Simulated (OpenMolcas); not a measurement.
# Ta: from RASSCF to RASPT2

```yaml
Program: OpenMolcas
Basis: ANO-RCC-VTZP [8s7p5d3f2g1h]
Scalar_Hamiltonian: DKH2, point nucleus
Active_space: 5 electrons in 9 orbitals (RAS2 5d 6s; RAS3 6p, at most 2 electrons)
State_averaging: 2S+1 = 4 even, 50 roots; 2S+1 = 6 even, 6 roots kept (CI in the orbitals of an earlier block, 5 in the spin-orbit step); 2S+1 = 2 even, 84 roots kept (CI in the orbitals of an earlier block, 50 in the spin-orbit step); 2S+1 = 4 odd, 89 roots (49 in the spin-orbit step); 2S+1 = 6 odd, 30 roots kept (CI in the orbitals of an earlier block, 29 in the spin-orbit step); 2S+1 = 2 odd, 62 roots kept (CI in the orbitals of an earlier block, 25 in the spin-orbit step)
Spin-orbit_coupling: state interaction with AMFI integrals over the reference wave functions, term energies averaged over their components
```

Methods on the same reference wave functions:
A. RASSCF
B. SS-RASPT2, IPEA 0.25 Eh, imaginary shift 0.1 Eh (closed shells correlated: 5s 5p)
C. MS-RASPT2, IPEA 0.25 Eh, imaginary shift 0.1 Eh (closed shells correlated: 5s 5p)

Energies in cm-1 above 5d3 6s2 4F 3/2, the measured ground level; measured values from NIST Handbook of Basic Atomic Spectroscopic Data.

```json
{"Level": "5d3 6s2 4F 3/2", "A": "0.0", "B": "0.0", "C": "0.0", "Measured": "0.0"}
{"Level": "5d3 6s2 4F 5/2", "A": "1857", "B": "1924", "C": "1931", "Measured": "2010"}
{"Level": "5d3 6s2 4F 7/2", "A": "3774", "B": "3840", "C": "3850", "Measured": "3964"}
{"Level": "5d3 6s2 4F 9/2", "A": "5473", "B": "5470", "C": "5490", "Measured": "5621"}
{"Level": "5d3 6s2 4P 1/2 [70 %]", "A": "6261", "B": "5650", "C": "5710", "Measured": "6049"}
{"Level": "5d3 6s2 4P 3/2 [67 %]", "A": "6718", "B": "5950", "C": "5960", "Measured": "6069"}
{"Level": "5d4 6s 6D 1/2 [73 %]", "A": "9156", "B": "8980", "C": "8960", "Measured": ""}
{"Level": "5d4 6s 6D 3/2", "A": "9369", "B": "9270", "C": "9280", "Measured": ""}
{"Level": "5d3 6s2 4P 5/2 [64 %]", "A": "9520", "B": "9010", "C": "9020", "Measured": "9253"}
{"Level": "5d4 6s 6D 5/2 [65 %]", "A": "10575", "B": "10480", "C": "10480", "Measured": ""}
{"Level": "5d3 6s2 2G 7/2", "A": "10873", "B": "10240", "C": "10250", "Measured": ""}
{"Level": "5d4 6s 6D 7/2", "A": "11368", "B": "11430", "C": "11440", "Measured": ""}
{"Level": "5d3 6s2 2G 9/2 [51 %]", "A": "11974", "B": "11390", "C": "11400", "Measured": ""}
{"Level": "5d4 6s 6D 9/2", "A": "12702", "B": "12700", "C": "12700", "Measured": ""}
{"Level": "5d3 6s2 2P 1/2", "A": "13260", "B": "11860", "C": "11870", "Measured": ""}
{"Level": "5d3 6s 6p 6G* 3/2", "A": "14048", "B": "18900", "C": "18910", "Measured": ""}
{"Level": "5d3 6s2 2D 5/2(1)", "A": "14163", "B": "13280", "C": "13330", "Measured": ""}
{"Level": "5d3 6s 6p 6G* 5/2", "A": "15206", "B": "20050", "C": "20050", "Measured": ""}
{"Level": "5d3 6s 6p 6G* 7/2", "A": "16799", "B": "21690", "C": "21700", "Measured": ""}
{"Level": "5d3 6s 6p 4D* 1/2 [72 %]", "A": "16837", "B": "20150", "C": "20140", "Measured": ""}
{"Level": "5d3 6s2 2H 9/2 [64 %]", "A": "17024", "B": "16270", "C": "16280", "Measured": ""}
{"Level": "5d3 6s2 2H 11/2", "A": "17060", "B": "16230", "C": "16240", "Measured": ""}
{"Level": "5d3 6s2 2P 3/2 [60 %]", "A": "17414", "B": "16130", "C": "16130", "Measured": ""}
{"Level": "5d3 6s 6p 4D* 3/2 [66 %]", "A": "17942", "B": "21270", "C": "21290", "Measured": ""}
```

Deviations, from unrounded energies. A percentage is the sum of absolute deviations over the sum of measured energies, with the sign that they share, or ± where signs differ.

```csv
Against measurement,Levels,A,B,C
mean absolute deviation (cm-1),6,270,190,170
fine structure of the ground term (%),3,-4.2,-3.1,-2.8
other terms of the ground configuration (%),3,+5.3,-3.6,-3.2
```

C lies closest to measurement on these levels and A furthest from it. The largest miss of C in the table is 5d3 6s2 4P 1/2 [70 %], by -340 cm-1. The ranking rests on the paired levels alone, and a cruder setting can come out closer through cancelling errors.

Between B and C the level of the table that moves most is 5d3 6s2 4P 1/2 [70 %], by 57 cm-1 (lowest in B, highest in C). Moves below CASPT2's spread within the term are not significant.

The mean deviations of B to C differ by less than CASPT2's widest spread within a term (870 cm-1), so their order carries little weight.

From A to B the spin-free energies of the other terms of 5d3 6s2 shown, above 4F, scale by factors of 0.83 to 0.92, as is usual when dynamic correlation screens the repulsion within a d or f shell.

The lowest spin-free term lies below A's lowest term by 0.301 hartree in B, 0.302 hartree in C.

Term energies are means over components that CASPT2 splits; among the terms shown or strongly mixed into the levels shown the widest spread is 870 cm-1 (5d3 6s2 4F, C). Some high roots are left out of the spin-orbit mixing, which shifts the levels that they would mix with. Terms from blocks run as CI alone lack orbitals of their own. Configurations are named by rounded mean occupations; where the s occupation lies near a half they are strongly mixed, a name can repeat and a true partner stay unpaired. A single d shell beside an s shell can misplace configurations of different d count against each other. Without dynamic correlation excited terms often stand tens of per cent too high (terms of higher spin than the ground term too low), and those without a measured partner can miss by more than the paired ones (holds for A). Measured partners are found by configuration, term and J. A level has none where our copy of the source lacks it or the pairing is in doubt (some pairs that miss far off the trend of their configuration count as doubtful), and it then counts in no deviation. Only configurations of the active space appear. The table leaves out levels that lie high or whose names do not pair safely across all columns.

A share in square brackets marks a mixed level and gives the weight of the term that names it, the lowest over the columns. A number in round brackets counts repeated terms of one configuration in the order of the reference energies. * marks odd parity.
